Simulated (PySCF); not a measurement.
Ge(H)(Cl)2(Me) (CH₄Cl₂Ge), SMILES [CH3][GeH]([Cl])[Cl].

Coordinates come from a r2SCAN-D4/def2-SVP optimisation.

The numbers are results of PBE/def2-TZVP run with PySCF, not measurements.

Symmetry labels are those of the subgroup Cs that the program uses (full group Cs).

List the valence orbital energies around the gap with their symmetry. (An estimate is asked for; the answer gives what the named calculation found.)


```
orbital  symmetry  energy (eV)
-------  --------  -----------
HOMO−7         A"       -10.75
HOMO−6         A"        -9.48
HOMO−5         A'        -9.40
HOMO−4         A'        -9.23
HOMO−3         A'        -7.88
HOMO−2         A"        -7.76
HOMO−1         A"        -7.57
HOMO           A'        -7.39
LUMO           A'        -1.43
LUMO+1         A"        -0.56
LUMO+2         A'         0.01
LUMO+3         A'         0.58
```
